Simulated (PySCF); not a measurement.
Species: sum formula SiHS$_{2}$Cl$_{2}$, charge -1, multiplicity 1. It need not be the lowest isomer of its formula. Whether it binds its extra electron was not tested at this geometry. SMILES: [S-][Si](S)(Cl)Cl
Structure (B3LYP-D3(BJ)/def2-TZVP (Ansatz) minimum search):
```xyz
6

S     -0.1630     0.5261     2.1245
Si    -0.0215     0.0508     0.1952
S      1.7601    -1.0668    -0.4151
Cl    -0.0942     1.6912    -1.1646
Cl    -1.5361    -1.1879    -0.6425
H      2.4625    -0.6159     0.6360
```
Charge -1, spin multiplicity 1.

Dispersion corrections to the total energy (kcal/mol) from the dftd3 and dftd4 libraries through PySCF: D3(BJ) without and D4 with the three-body term, each with the damping fitted for the functional named.

| functional | D3(BJ) | D4 |
|---|---|---|
| BLYP | -15.11 | -15.92 |
| LC-wPBE | -7.24 | -8.52 |
| TPSSh | -8.21 | … |
| HSE06 | -5.42 | … |
| PBE | -6.37 | -7.46 |
| TPSS | -8.66 | -10.08 |
| PBE0 | … | -6.45 |

Task: Some entries are withheld; supply them.

Result: 
- TPSSh, D4: -9.13
- HSE06, D4: -6.13
- PBE0, D3(BJ): -6.09
